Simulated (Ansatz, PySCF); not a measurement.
Species: PO, charge 0, multiplicity 2. 
Coordinates optimised at B3LYP-D3(BJ)/def2-TZVP (Ansatz, a first-principles code):
```xyz
2

P      0.0000     0.0000    -0.5147
O      0.0000     0.0000     0.9651
```
Charge 0, spin multiplicity 2.

Total electronic energies in hartree. Valence correlation only, unless marked. Open shells are spin-unrestricted. Spin-orbit coupling is left out. Non-relativistic. Basis-set limits of correlation are two-point, X^-3; Hartree-Fock from the larger set (for Q and 5 zeta extrapolated as (X+1)exp(-9√X)). [CCSD(T)-MP2]/basis is that difference in the basis named. The program attaches cautions to a run behind MP2/STO-3G: large difference.

| level | program | energy (Eh) |
|---|---|---|
| HF/cc-pVTZ | Ansatz | -415.61903 |
| HF/cc-pwCVTZ | Ansatz | -415.62533 |
| HF/def2-TZVPPD | Ansatz | -415.62309 |
| RI-HF/def2-TZVPP | Ansatz | -415.62154 |
| SVWN5/def2-TZVPD | Ansatz | -414.80319 |
| SVWN5/def2-TZVPD | PySCF | -414.80321 |
| revPBE/def2-TZVPD | Ansatz | -416.50460 |
| TPSS-D4/def2-TZVPD | PySCF + dftd4 | -416.61997 |
| MN15-D3(BJ)/def2-TZVPD | PySCF + dftd3 | -416.39822 |
| wB97X/def2-TZVPD | Ansatz | -416.55781 |
| B2PLYP-D4/def2-TZVPD | Ansatz + dftd4 | -416.42529 |
| RPA@PBE/cc-pV(Q+d)Z | Ansatz | -416.22599 |
| MP2/STO-3G | Ansatz | -410.75155 |
| MP2/aug-cc-pV(T+d)Z | Ansatz | -415.99057 |
| MP2/cc-pwCVTZ | Ansatz | -415.98791 |
| SCS-MP2/cc-pwCVTZ | Ansatz | -415.98013 |
| CCSD/cc-pV(D+d)Z | Ansatz | -415.86968 |
| CCSD/def2-SVP | Ansatz | -415.68526 |
| CCSD/CBS(aug-cc-pV(T+d)Z,aug-cc-pV(Q+d)Z) | Ansatz | -416.0397 |
| CCSD(T)/def2-TZVPPD | Ansatz | -416.00657 |
| RI-MP2/CBS(aug-cc-pV(T+d)Z,aug-cc-pV(Q+d)Z)+[CCSD(T)-MP2]/aug-cc-pV(T+d)Z | Ansatz | -416.0660 |
| RI-MP2/CBS(def2-TZVPP,def2-QZVPP)+[CCSD(T)-MP2]/def2-QZVPP | Ansatz | -416.0644 |
| CCSD(T)/CBS(cc-pV(Q+d)Z,cc-pV(5+d)Z) | Ansatz | -416.0650 |

Totals of different functionals don't rank their quality; only differences between species are comparable.
